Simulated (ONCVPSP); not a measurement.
## Scattering properties, ONCV potential for C (Z = 6)

```json
{"Element": "C", "Generator": "ONCVPSP 4.0.1", "Type": "optimised norm-conserving Vanderbilt (ONCV)", "Functional": "LDA (Perdew-Wang 92)", "Relativity": "scalar-relativistic", "Frozen core": "[He]", "Valence charge": "4", "Reference configuration": "2s2 2p1.5 (charge +0.5)", "Partial waves": "2s: rc 0.90 bohr, ncon 3, nbas 7, qcut 8 1/bohr, 2 projectors, debl 2.3 Ha; 2p: rc 2.55 bohr, ncon 4, nbas 8, qcut 4.9 1/bohr, 2 projectors, debl 2.3 Ha", "Local potential": "polynomial inside 0.75 bohr (lpopt 3, dvloc0 0 Ha)", "Core correction": "Teter function, fcfact 4.25, rcfact 1.6"}
```

The phase is arctan(r·R′/R) of the radial function R(r), unwrapped; energies in Ha, scanned from -2 to 5 Ha. A pole is an energy at which the radial function vanishes at the test radius. The pseudo phase is shifted by a multiple of π to meet the all-electron one at the reference energy, and phase errors are pseudo minus all-electron; the curves can meet again beyond the range given. Levels narrower than the energy grid can be missing from the lists of poles.

Task: For each channel, where are the poles, and over which energies does the pseudopotential scatter like the atom?

Result:

```json
{"channel": "s", "radius (bohr)": "0.91", "reference energy (Ha)": "-0.71", "poles, all-electron": "none", "poles, pseudo": "none", "unbroken range about the reference energy with phases within 0.05 rad": "the whole range", "phase error 1 Ha above the reference energy (rad)": "+0.000"}
{"channel": "p", "radius (bohr)": "2.60", "reference energy (Ha)": "-0.40", "poles, all-electron": "-0.23, 2.08", "poles, pseudo": "-0.23, 2.08, 4.73", "unbroken range about the reference energy with phases within 0.05 rad": "below 3.0", "phase error 1 Ha above the reference energy (rad)": "-0.044"}
```

Phases in the s channel:

```csv
E (Ha),all-electron,pseudo
-1.98,0.302,0.301
-1.62,0.151,0.150
-1.26,-0.015,-0.015
-0.90,-0.187,-0.188
-0.54,-0.357,-0.357
-0.18,-0.516,-0.516
0.18,-0.657,-0.657
0.54,-0.780,-0.780
0.90,-0.885,-0.885
1.26,-0.974,-0.974
1.62,-1.049,-1.049
1.98,-1.113,-1.113
2.34,-1.168,-1.168
2.70,-1.215,-1.215
3.06,-1.257,-1.257
3.42,-1.293,-1.294
3.78,-1.325,-1.326
4.14,-1.354,-1.356
4.50,-1.380,-1.383
4.86,-1.403,-1.407
```
